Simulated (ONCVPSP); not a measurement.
What one change does to a pseudopotential (iron, ONCV)

- Element: iron (Fe)
- Generator: ONCVPSP 4.0.1
- Type: optimised norm-conserving Vanderbilt (ONCV)
- Functional: PBE
- Relativity: scalar-relativistic
- Frozen core: [Ne]
- Valence charge: 16
- Reference configuration: 3s2 3p6 3d6 4s2
- Partial waves: 3s+4s: rc 1.50 bohr, ncon 5, nbas 10, qcut 9.5 1/bohr, 2 projectors; 3p: rc 0.85 bohr, ncon 4, nbas 9, qcut 9.2 1/bohr, 2 projectors, debl 1.6 Ha; 3d: rc 1.35 bohr, ncon 3, nbas 8, qcut 10.3 1/bohr, 2 projectors, debl 3.7 Ha
- Local potential: polynomial inside 0.65 bohr (lpopt 5, dvloc0 0 Ha)
- Core correction: Teter function, fcfact 2.75, rcfact 1.8

In the p channel the program set the typed energies aside and used -2.207, 0.250 Ha.

Change: s: qcut 5.6.

Cutoffs: the cutoffs (Ha) at which the residual kinetic energy of the hardest occupied pseudo-wave falls to 1 and 0.1 mHa per electron; they do not see the model core or the augmentation charge, which bear on the density cutoff. Errors are all-electron minus pseudo energies relative to the spin-unpolarised reference configuration.

What does the change do?

The potential gets neither clearly harder nor softer (44 Ha and 318 Ha → 44 Ha and 318 Ha); the d channel sets the loose cutoff, while the largest relative change is in s, which becomes softer; of the 4 tests that both files solve, the error grows in 1 and shrinks in 2 by more than 15 % and 0.3 meV (median size 1.0 → 0.6 meV); neither file shows a bound ghost.

```tsv
quantity	base	changed
cutoff, loose	44 Ha	44 Ha
cutoff, tight	318 Ha	318 Ha
loose cutoff by channel	s 29 Ha, p 34 Ha, d 44 Ha	s 12 Ha, p 34 Ha, d 44 Ha
bound ghosts	none	none
GHOST(+) flags under 300 eV	s at 261.8 eV	s at 177.1 eV
error for 3s2 3p6 3d6 4s1, meV [ΔE 8.73 eV]	0.0	-0.1
error for 3s2 3p6 3d6 4s0, meV [ΔE 24.93 eV]	+1.7	+0.4
error for 3s2 3p6 3d5 4s0, meV [ΔE 59.16 eV]	+8.9	+7.5
error for 3s2 3p6 3d6 4s0 4p1, meV [ΔE 13.78 eV]	+0.3	-0.8
s: phases at 1.53 bohr within 0.05 rad from the reference energy up to (Ha; the scan ends near 5)	to the end of the scan	to the end of the scan
p: phases at 0.86 bohr within 0.05 rad from the reference energy up to (Ha; the scan ends near 5)	to the end of the scan	to the end of the scan
d: phases at 1.37 bohr within 0.05 rad from the reference energy up to (Ha; the scan ends near 5)	to the end of the scan	to the end of the scan
rms error of d²Exc/dni dnj with the model core, mHa	2.61	2.74
```
